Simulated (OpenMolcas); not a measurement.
## Kr4+: Slater's ratio, worked from levels

```yaml
Program: OpenMolcas 26.06
Basis: ANO-R3 [7s6p5d4f2g1h]
Scalar_Hamiltonian: X2C, finite nucleus
Active_space: 4 electrons in 4 orbitals (4s 4p)
State_averaging: 2S+1 = 3 even, 6 roots; 2S+1 = 1 even, 11 roots; 2S+1 = 5 odd, 1 root; 2S+1 = 3 odd, 9 roots; 2S+1 = 1 odd, 8 roots
Spin-orbit_coupling: RASSI with atomic mean-field integrals over the reference wave functions, term energies averaged over their components
```

Methods: CASSCF; MS-CASPT2, IPEA 0.25 Eh, imaginary shift 0.1 Eh (closed shells correlated: 3d). Measured levels: Saloman, J. Phys. Chem. Ref. Data 36, 215 (2007).

**Slater's ratio.** With one set of orbitals, p2 has ¹D - ³P = 6 F2 and ¹S - ¹D = 9 F2 (F2 = F²/25), a ratio of 3/2. Term energies are centres of gravity, weighted by 2J + 1.

```csv
Source,¹D - ³P,¹S - ³P,F2 from the first,Ratio
CASSCF,16912,32581,2819,0.927
MS-CASPT2,13568,33251,2261,1.451
measured,14256,33737,2376,1.367
```

Energies in cm-1. A ratio away from 3/2 shows effects beyond one configuration with one set of orbitals, and in heavier atoms second-order spin-orbit shifts. In CASSCF the valence s occupation is 1.93 in ¹S against 1.98 in ¹D: mixing out of s² acts most on ¹S and pulls it down.

CASPT2 does not keep the components of a term degenerate, so their means are used; among the terms shown or strongly mixed into the levels shown the widest spread is 78 cm-1 (4s² 4p² ¹D, MS-CASPT2). Over all roots computed the reference weight is 0.86 to 0.97 in MS-CASPT2; the roots of lowest weight are the least certain, and an intruder state may touch them. Computed and measured levels are paired by configuration, term and J; levels that our copy of the source lacks, or whose pairing is in doubt (as where it misses far off the trend of its configuration), stay unpaired and out of the deviations. Levels of configurations outside the active space are missing.
